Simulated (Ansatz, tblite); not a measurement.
Potential energy curve for SMILES CO[Si](C)(OC)OC (C₄H₁₂O₃Si). The Si3–C17 bond (Si3 also carries O, O, O; C17 carries H, H, H) is varied alone, starting from the PBE0/def2-SVP optimised geometry.

Methods: RKS-PBE = restricted PBE/def2-SVP in Ansatz (a program for electronic structure); GFN2-xTB, 300 K electronic temperature (tblite); UKS-CAM-B3LYP = unrestricted CAM-B3LYP/def2-SVP (Ansatz); UKS-PBE0 = unrestricted PBE0/def2-SVP (Ansatz).

Energies are in mEh, each relative to the lowest point of its own curve near equilibrium.

| R / Å | RKS-PBE | GFN2-xTB | UKS-CAM-B3LYP | UKS-PBE0 |
|---|---|---|---|---|
| 1.52 | 75.2 | 134.8 | 72.0 | 72.9 |
| 1.63 | 29.3 | ? | 27.0 | 27.5 |
| 1.74 | ? | ? | 6.0 | 6.2 |
| 1.82 | 1.0 | ? | 0.5 | ? |
| 1.86 | 0.0 | 0.8 | 0.0 | 0.0 |
| 1.91 | 0.3 | 0.0 | 0.9 | 0.8 |
| 1.99 | 3.6 | 2.2 | 5.2 | 5.0 |
| 2.09 | 11.0 | ? | 14.0 | 13.6 |
| 2.23 | 25.0 | 21.6 | 30.0 | 29.4 |
| 2.43 | 47.7 | 43.3 | 56.0 | 54.8 |
| 2.72 | 80.0 | 76.4 | 93.3 | 91.1 |
| 3.07 | 112.8 | 111.8 | 131.6 | 128.5 |
| 3.42 | 138.2 | 138.4 | 151.8 | 149.9 |
| 3.91 | 163.4 | 161.4 | 163.0 | 161.6 |
| 4.56 | 183.5 | 174.5 | 167.4 | 166.1 |
| 5.43 | 196.0 | 177.8 | 168.5 | 167.2 |

Problem. Fill in the missing entries.

Solution. 
- 1.63, GFN2-xTB: 51.5
- 1.74, RKS-PBE: 7.3
- 1.74, GFN2-xTB: 14.2
- 1.82, GFN2-xTB: 3.2
- 1.82, UKS-PBE0: 0.6
- 2.09, GFN2-xTB: 8.8

The restricted form behind RKS-PBE keeps the bonding electrons paired and can't separate into open-shell fragments. The unrestricted determinant behind UKS-CAM-B3LYP, UKS-PBE0 is spin-contaminated at 3.07 to 5.43 Å (<S²> up to 1.0, against 0.00 for a pure singlet).
